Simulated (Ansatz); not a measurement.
A made-up structure of CH3OSn (charge -1), singlet:

```json
{"atom": "O1", "x (Å)": "0.1217", "y (Å)": "-2.0858", "z (Å)": "1.6645"}
{"atom": "C2", "x (Å)": "1.0807", "y (Å)": "-2.1268", "z (Å)": "1.0679"}
{"atom": "Sn3", "x (Å)": "0.3220", "y (Å)": "0.6882", "z (Å)": "-0.7613"}
{"atom": "H4", "x (Å)": "-1.2836", "y (Å)": "-0.0611", "z (Å)": "-1.0322"}
{"atom": "H5", "x (Å)": "-0.0647", "y (Å)": "2.1491", "z (Å)": "-1.7282"}
{"atom": "H6", "x (Å)": "-0.4418", "y (Å)": "-1.6208", "z (Å)": "2.3026"}
```

It is relaxed with PBE-D4/def2-SVPD and then PBE0-D4/def2-TZVPD (Ansatz 0.2.0). Atoms count as bonded within 1.22 times the sum of their covalent radii (H–H: 0.88 Å). The end point is not checked to be a true minimum.

Task: Does its bonding change? (A judgement: the text doesn't fix the answer.)

Result: By the calculation: Yes. Formed: C2–Sn3; broken: none.

Where it ends: The first stage lowers the energy by 3.65 eV in 36 steps. It ends as CH₃OSn ([OH][C][SnH2]), total charge -1:
O1  (0.260, -1.784, 1.175)
C2  (1.087, -0.794, 0.985)
Sn3  (-0.049, 0.932, 0.063)
H4  (-1.425, -0.329, 0.057)
H5  (0.508, 0.469, -1.572)
H6  (-0.647, -1.551, 0.805)
(Å)

Labels in which every atom is bracketed show which atoms are joined, not bond orders.

For scale, one of the runs: PBE0-D4/def2-TZVPD relaxation, 160 basis functions, launched by `ansatz run in.yaml --threads 2 --pin off --events-out ev --progress --plain --max-ram 4352MiB`. The run took about 46 s on 2 CPU threads of an Arm Neoverse V2 (shared host).
